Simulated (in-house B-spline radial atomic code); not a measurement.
# RPA and G0W0 on HSE06: As⁵⁺

Configuration [Ar] 3d10, mean-field start HSE06. Computed with an all-electron radial atomic-structure program (B-spline basis): all electrons, scalar-relativistic (spin-free one-electron X2C), finite nucleus, each spin shell either full or empty, empty states to l = 9 with an (l + 1/2)⁻⁴ tail; G0W0 by contour deformation at full frequency.

Command:
```bash
python run_gw.py task.json out
```
Settings (radii: box in bohr, nucleus in fm):
```
Z                        33
electrons                28
configuration            [Ar] 3d10
hamiltonian              x2c
method                   hse06
lmax                     9
rms_radius               4.0968
spin_polarised           False
box_radius               10.43
intervals                67
```

Run time, properties included: 2 s on 1 thread of Arm Neoverse V2 (shared host).

Energies (hartree):

```tsv
term	value
mean-field total	-2254.26503
Hartree-Fock functional on these orbitals	-2253.03496
direct second order	-2.4049
second-order exchange	0.69967
SOSEX correction	0.64791
```

Question: What is the RPA correlation energy, and what remains with SOSEX?

Answer: RPA gives -2.102 hartree (-2.04 eV per electron); RPA + SOSEX gives -1.4541, and the second-order doubles -1.7053 hartree (no singles). RPA lacks exchange-type terms and so overcorrelates at short range.

Quasi-particle levels (eV):

```json
{"level": "3d", "occupied": "yes", "mean field": "-111.08", "Σx - vxc": "-12.88", "Σc": "?", "QP weight": "?", "G0W0": "?"}
{"level": "4s", "occupied": "no", "mean field": "-68.38", "Σx - vxc": "6.85", "Σc": "-1.39", "QP weight": "0.991", "G0W0": "-62.92"}
```

G0W0 = mean field + (Σx - vxc) + Σc, with Σc (partial-wave tail included) taken at the quasi-particle energy. Only the outer levels were computed. Levels of low weight are left out.

Question: Where does G0W0 put 3d?

Answer: At -121.76 eV, with Σc = 2.20 eV and a quasi-particle weight of 0.957. The tabulated removal energy is 121.19 ± 0.06 eV (NIST, measured); the calculation leaves out spin-orbit coupling, Breit and QED terms, and what these don't explain is the method's own error.
